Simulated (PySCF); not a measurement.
A PySCF script (with the pyscf-properties extension) for the NMR shieldings of SMILES O=[P@@]1(P)C=C([SiH3])CC1, C$_{4}$H$_{10}$OP$_{2}$Si, on a GFN2-xTB geometry:

```python
import basis_set_exchange as bse
import numpy as np
from pyscf import gto, dft
from pyscf.prop import nmr

atoms = """
O    -2.576121   -1.784093    0.309768
P    -1.708989   -0.632370    0.019361
P    -2.865791    1.219833   -0.143040
C    -0.249328   -0.364227    1.066879
C     0.837825   -0.094755    0.349496
Si    2.552810    0.233656    1.062325
C     0.634694   -0.023891   -1.143466
C    -0.670633   -0.727763   -1.504131
H    -1.769599    2.033301    0.130800
H    -3.220010    1.122846    1.199398
H    -0.289976   -0.434297    2.140977
H     3.471783   -0.762400    0.509625
H     2.962034    1.575709    0.637192
H     2.489233    0.152620    2.518908
H     1.486599   -0.461798   -1.668118
H     0.589358    1.032256   -1.428480
H    -1.170721   -0.287376   -2.367491
H    -0.511928   -1.790935   -1.701660
"""
names = dict.fromkeys(["O", "P", "C", "Si", "H"], "pcSseg-1")
basis = {el: gto.basis.parse(bse.get_basis(n, elements=[el], fmt="nwchem")) for el, n in names.items()}
mol = gto.M(atom=atoms, basis=basis, charge=0, verbose=0)
mf = dft.RKS(mol, xc="PBE0")
mf.grids.level = 2
mf.grids.alignment = dft.numint.BLKSIZE   # the property module wants whole blocks of grid points
mf.conv_tol = 1e-9
mf.kernel()

calc = nmr.RKS(mf)   # GIAO
C = mf.mo_coeff
Co = C[:, mf.mo_occ > 0]
resp = mf.gen_response(singlet=True, hermi=2)
def vind(x):   # induced exchange potential for any number of trial vectors
    d = np.einsum("pi,xij,qj->xpq", C, 2 * x.reshape(-1, C.shape[1], Co.shape[1]), Co, optimize=True)
    return np.einsum("xpq,pi,qj->xij", resp(d - d.transpose(0, 2, 1)), C, Co, optimize=True).ravel()
mo1, _ = nmr.rhf.solve_mo1(calc, with_cphf=vind)
sigma = calc.kernel(mo1)
for i, s in enumerate(sigma):   # ppm
    print("%2d %-2s %9.2f" % (i, mol.atom_pure_symbol(i), np.trace(s) / 3))
```

Task: What are the results?

Result: 
```
 0 O     196.32
 1 P     271.91
 2 P     527.54
 3 C      31.90
 4 C      27.53
 5 Si    423.39
 6 C     151.17
 7 C     149.76
 8 H      29.61
 9 H      28.95
10 H      24.68
11 H      27.55
12 H      27.62
13 H      27.56
14 H      29.02
15 H      29.49
16 H      29.66
17 H      29.66
```

These numbers come from an equivalent density-fitted implementation of the same equations, which agrees with the script to about 0.01 ppm for H and up to a few tenths of a ppm for heavy atoms, so last digits may differ.

Task: Turn these shieldings into chemical shifts. Chemical shifts δ = σref − σ; H2O for ¹⁷O (σref 336.08); ³¹P (σref 318.38) against H3PO4; TMS for ¹³C (σref 186.93), ²⁹Si (σref 349.16), ¹H (σref 31.72), all at this level.

Result: Averaging equivalent atoms: O 0: 139.8; P 1: 46.5; P 2: -209.2; C 4: 159.4; C 3: 155.0; C 7: 37.2; C 6: 35.8; Si 5: -74.2; H 10: 7.03; H 11/12/13: 4.14; H 14: 2.70; H 8/9: 2.44; H 15: 2.22; H 17: 2.06; H 16: 2.06 ppm. Experimental scales use liquid or dissolved standards, which lie at an offset from isolated H2O (liquid H2O: subtract about 36 ppm) and H3PO4.

Size and cost of the density-fitted run: 207 basis functions, 36 s wall time on 1 thread of an Arm Neoverse V2, shared host.
